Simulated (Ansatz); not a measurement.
`[CH3][Al]([CH3])[TeH]` + `[OH][GeH2][SnH3]` → `[OH][GeH2][TeH]` + `[CH3][Al]([CH3])[SnH3]`  (redistribution)

Calculated with Ansatz (gas phase, PBE0-D4/def2-TZVP geometries, no zero-point term in ΔE). CCSD(T)/CBS is the MP2 limit (def2-TZVPP, def2-QZVPP) plus CCSD(T) − MP2 in def2-TZVPP, frozen cores. Functionals use def2-TZVPP. B3LYP here is the variant with VWN-RPA as its local correlation; programs differ in this. Elements past krypton have def2 core potentials. For Ge, Sn, Te outer-core shells are correlated without core-valence functions, which leaves a few kJ/mol of doubt a bond. Scalar relativity is left out up to krypton. One conformer a species, not always the lowest.

Task: Is it downhill or uphill in electronic energy at CCSD(T)/CBS, and by how much? (Estimate.)

Result: The calculation gave: Uphill: ΔE = +53.6 kJ/mol.

Task: What do these levels give: PBE-D4, r2SCAN-D4, PBE0-D4, ωB97X-V, ωB97M-V, B2PLYP, PBE0, B3LYP, HF/def2-QZVPP, SCS-MP2/def2-QZVPP, HF/CBS(def2), CCSD/CBS(def2)? (An estimate is asked.)

Result: Ansatz gave: PBE-D4 47.9, r2SCAN-D4 52.0, PBE0-D4 50.3, ωB97X-V 52.1, ωB97M-V 53.4, B2PLYP 52.0, PBE0 49.8, B3LYP 49.9, HF/def2-QZVPP 54.2, SCS-MP2/def2-QZVPP 54.1, HF/CBS(def2) 54.2, CCSD/CBS(def2) 53.7 kJ/mol.

Largest T1 diagnostic among the species: 0.013.
